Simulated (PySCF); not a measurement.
Geometries of 2 isomers of CH6N2Si2Te, from PBE0-D3(BJ)/def2-SVP geometry optimisation, gas phase, def2 core potentials past Kr in PySCF 2.14.0. One conformer each, no zero-point energy, no frequencies.

Problem. Which is lower in electronic energy at this level?
A.
```xyz
12
angstrom
N     -1.770    3.133   -0.756
C     -1.785    2.034   -1.137
Te    -1.768    0.083   -1.765
Si    -0.446   -0.497    0.375
N     -0.212   -2.194    0.529
Si     1.621    0.579    0.163
H     -1.312   -0.023    1.491
H     -0.968   -2.810    0.806
H      0.489   -2.678   -0.020
H      1.429    1.969   -0.338
H      2.347    0.591    1.470
H      2.415   -0.215   -0.827
```
B.
```xyz
12
angstrom
N     -0.803    2.133    2.536
C     -0.994    1.182    1.900
Si    -1.286   -0.342    0.871
N     -1.223    0.247   -0.740
Te     0.525   -2.010    1.182
Si     2.054   -0.476   -0.102
H     -2.551   -0.943    1.384
H     -1.218   -0.391   -1.528
H     -1.584    1.164   -0.981
H      3.438   -0.944    0.201
H      1.868    0.925    0.368
H      1.813   -0.574   -1.570
```

Solution. B. That is `N#C[Si@@H](N)[Te][SiH3]`, 27.5 kcal/mol below the other.

```tsv
SMILES	atoms numbered as above	E (Eh)	relative (kcal/mol)	relative (kJ/mol)	dipole (D)
N#C[Si@@H](N)[Te][SiH3]	[N:1]#[C:2][Si@@H:3]([NH2:4])[Te:5][SiH3:6]	-997.58514	0.0	0.0	3.99
N#C[Te][Si@@H](N)[SiH3]	[N:1]#[C:2][Te:3][Si@@H:4]([NH2:5])[SiH3:6]	-997.54127	27.5	115.2	5.81
```

As drawn, the lower has an Si–C bond, which the higher lacks; the higher has an Si–Si bond, which the lower lacks.
